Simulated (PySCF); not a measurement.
Potential energy curve for Mg2, singlet.

- UCCSD = PySCF 2.14.0 with CCSD on UHF/cc-pVTZ, 2 core orbitals frozen
- UMP2 = PySCF 2.14.0 with MP2 on UHF/cc-pVTZ, 2 core orbitals frozen
- RMP2/3-21G = PySCF with restricted MP2 (frozen core)/3-21G

Energies are in kJ/mol, each relative to the lowest point of its own curve near equilibrium.

```tsv
R / Å	UCCSD	UMP2	RMP2/3-21G
2.72	44.4	66.7	64.3
2.88	27.0	48.8	43.8
3.06	15.0	35.2	29.2
3.27	5.6	4.8	18.9
3.39	3.4	2.6	14.8
3.51	1.9	1.2	11.6
3.60	1.1	0.6	9.7
3.71	0.5	0.2	7.6
3.85	0.1	0.0	5.4
3.95	0.0	0.1	4.2
4.19	0.1	0.6	2.0
4.48	0.5	1.6	0.6
4.86	1.2	2.9	0.0
5.39	1.9	4.1	0.3
5.91	2.4	4.9	1.1
6.42	2.8	5.5	2.0
7.17	3.3	6.0	2.9
7.89	3.6	6.4	3.3
8.77	3.9	6.7	3.5
9.75	4.0	6.8	3.6
10.85	4.0	6.9	3.6
```

At the longest distance, 10.85 Å, UMP2 lies highest above its minimum (6.9 kJ/mol) and RMP2/3-21G lowest (3.6 kJ/mol).

The unrestricted solution behind UCCSD, UMP2 changes between 3.06 and 3.27 Å, which can leave a kink. The unrestricted determinant behind UCCSD, UMP2 is spin-contaminated at 2.72 to 3.06 Å (<S²> up to 0.6, against 0.00 for a pure singlet).
